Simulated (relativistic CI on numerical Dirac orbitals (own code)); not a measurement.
# Mg⁹⁺: sensitivity of the levels to the model

Base calculation: Dirac-Coulomb-Breit CI, orbitals from a KLI potential per configuration, model QED (radiative potential, 1s self-energy scaled to tabulated hydrogen-like ionisation energies), unscaled Slater integrals.

Configuration list (outside the closed core 1s2): 2s, 2p, 3s, 3p, 3d, 4s, 4p, 4f, 4d, 5s, 5p, 5f, 5g, 5d. Levels of other configurations are missing.

Variants: (1) one mean potential for all configurations. Shifts of the energy above 2s 2S_1/2, in cm⁻¹, for the lowest level and the first level of each name with at least 55 % of one term (blank where a level changes its place among those of its configuration and J or its character, or is not in the variant):

```csv
Level,Base,Δ(1)
2s 2S_1/2,0,0
2p 2P°_1/2,161017,+109
2p 2P°_3/2,164958,+98
3s 2S_1/2,1681810,+78
3p 2P°_1/2,1726025,+14
3p 2P°_3/2,1727176,+21
3d 2D_3/2,1742345,+162
3d 2D_5/2,1742705,+163
4s 2S_1/2,2251339,+127
4p 2P°_1/2,2269471,+97
4p 2P°_3/2,2269953,+101
4d 2D_3/2,2276255,+172
4d 2D_5/2,2276406,+173
4f 2F°_5/2,2276670,+192
4f 2F°_7/2,2276746,+192
5s 2S_1/2,2510798,+153
5p 2P°_1/2,2519946,+141
5p 2P°_3/2,2520193,+142
5d 2D_3/2,2523398,+179
5d 2D_5/2,2523475,+179
5f 2F°_5/2,2523621,+192
5f 2F°_7/2,2523661,+192
```

At this charge energies of transitions that change n are usually good to better than 1 %, and those within a shell (Δn = 0) to a few per cent.

Ionisation energy from the two ground configurations alone: base 367.322 eV. The NIST ASD value (theoretical) is 367.489 eV.
